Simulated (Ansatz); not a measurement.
System: sum formula BHCl, charge 0, multiplicity 2. It need not be the lowest isomer of its formula. SMILES: [BH]Cl
Geometry: optimised at B3LYP-D3(BJ)/def2-TZVP (Ansatz, a first-principles code).

Parts of the frozen-core correlation energy in cc-pV(D+d)Z (Ansatz, hartree). Frozen orbitals: 6; correlated occupied orbitals by spin: 6 and 5; virtual: 30 and 31. UHF or UKS for open shells. Spin-orbit coupling is left out. Non-relativistic.

```tsv
term	value
reference (HF)	-484.73800
MP2 opposite-spin	-0.15002
MP2 same-spin	-0.05026
CCSD correlation	-0.22607
(T)	-0.00604
CCSDT minus CCSD(T)	-0.00078
CCSDT(Q) minus CCSD(T)	-0.00122
T1 diagnostic	0.016
largest doubles amplitude	0.037
<S^2> of the reference	0.754
```
